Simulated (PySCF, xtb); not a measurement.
C4H7FO2, SMILES O[C@@H]1C[C@@H](O)C1F. Other conformers were not sampled.

Harmonic wavenumbers (cm⁻¹) from GFN2-xTB in xtb at its own minimum, in rising order: 37, 213, 270, 299, 307, 333, 401, 467, 570, 730, 855, 880, 966, 1003, 1018, 1078, 1079, 1110, 1171, 1175, 1199, 1211, 1230, 1237, 1247, 1289, 1341, 1350, 1443, 2884, 2967, 2979, 3032, 3050, 3518, 3541.

### Question
What does B3LYP-D3(BJ)/def2-SVP in PySCF 2.14.0 give at its own minimum? (The exact figures need the calculation; the answer reports its results.)

### Answer
123, 221, 259, 276, 338, 362, 392, 483, 583, 750, 818, 895, 926, 965, 1020, 1100, 1113, 1172, 1180, 1198, 1234, 1248, 1258, 1300, 1345, 1373, 1394, 1423, 1463, 3021, 3036, 3076, 3084, 3152, 3783, 3820. Paired by order, the mean absolute difference is 56 cm⁻¹ and the zero-point energies are 67.9 and 70.3 kcal/mol.
